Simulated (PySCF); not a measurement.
Vertical excitations of a molecule C₄H₁₀Te from TDA-PBE/def2-SVPD in PySCF, as energy in eV (oscillator strength): 3.48 (0.001), 4.38 (0.030), 5.10 (0.015), 5.38 (0.000), 5.62 (0.043), 5.78 (0.002), 5.93 (0.135), 6.26 (0.045), 6.30 (0.007), 6.41 (0.002). Lowest triplet (TDA): 3.00 eV. The structure is a stationary point at PBE-D3(BJ)/def2-SVP. The def2 effective core potentials stand for the cores of Te; spin–orbit coupling is left out. The values are those of a single conformer.

Question: Pick the molecule that these values belong to.
A. CC[Te]CC
B. C[Te]C(C)C
C. CC(C)(C)[TeH]

Answer: C, CC(C)(C)[TeH]
